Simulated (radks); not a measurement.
These are the eigenvalues of the occupied orbitals of an atom or ion with whole-number occupations (Ry). Method: scalar-relativistic Kohn-Sham, LDA (Slater exchange, VWN5 correlation), spin-polarised, spherical densities, point nucleus; computed with a radial shooting solver on a logarithmic mesh with Libxc functionals.

| orbital | eigenvalue |
|---|---|
| 1s up | -329.9622 |
| 1s down | -329.7167 |
| 2s up | -40.76824 |
| 2s down | -40.40833 |
| 2p up | -34.82900 |
| 2p down | -34.41077 |
| 3s up | -7.59803 |
| 3s down | -7.55524 |
| 3p up | -5.96948 |
| 3p down | -5.92503 |
| 4f up | -0.88708 |

Which element is it, and in what charge state? The configuration may be excited. Open shells, if any, are filled with parallel spins first.

Answer. Z = 21, scandium, charge +3: Sc3+ in [He] 2s2 2p5 3s2 3p6 4f1. The list shows which subshells hold electrons but not how many an open one holds; the 1s level, -164.98 hartree, gives Z - s = 18.2 by -(Z - s)^2/2, which with screening and relativity narrows Z to a few neighbours, and the depths of the outer levels then fix element, charge and occupations together.
